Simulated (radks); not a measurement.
The numbers below are computed, except where a source is named.
Q: Ionisation of Bi, [Hg] 6p3, to Bi+, [Hg] 6p2, under several functionals. Scalar-relativistic Kohn-Sham, spin-unpolarised, spherical densities, finite nucleus; a radial shooting solver on a logarithmic mesh with Libxc functionals. Known Delta-SCF values: BLYP 7.824 eV. What does HCTH/407 give, and what is its highest occupied eigenvalue?

A: 7.999 eV by Delta-SCF; the 6p eigenvalue is -4.659 eV. NIST: 7.286 eV (measured).

Beside tabulated values, note that spin-unpolarised runs miss the spin-polarisation part of the exchange energy of open shells, and scalar-relativistic runs lack spin-orbit coupling.
